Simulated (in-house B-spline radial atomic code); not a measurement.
The numbers below are computed, except where a source is named.
**Extrapolating the RPA correlation energy in partial waves: Sc XI (Sc10+)**

All-electron RPA on PBE orbitals from an all-electron radial atomic-structure program (B-spline basis), scalar-relativistic (spin-free one-electron X2C), finite nucleus, configuration [Ne] 3s1, highest spin. With empty states up to angular momentum L the sums are:

| L | E_c(L) (hartree) |
| --- | --- |
| 3 | -0.628971 |
| 4 | -0.665475 |
| 5 | -0.679809 |

For large l each further wave adds A/(l + 1/2)⁴, because the basis must build the cusp where two electrons meet.

Q: Estimate the limit from L = 4 and L = 5.

A: Wave 5 adds -0.014334, against a sum of (l + 1/2)⁻⁴ of 1.09282e-03, so A = -13.117. The sum over l > 5 is ζ(4, 6.5) = 1.5223e-03, close to 1/(3 × 6³) = 1.5432e-03. The tail is -0.019967 and the limit -0.69978 hartree.

Q: How good is the estimate?

A: A run to L = 11 sums to -0.69487 and extrapolates to -0.69672 hartree, 0.08 millihartree from the run before. The estimate differs from that by -3.05 millihartree, while the bare sum at L = 5 misses 16.9 millihartree (2.4 %).
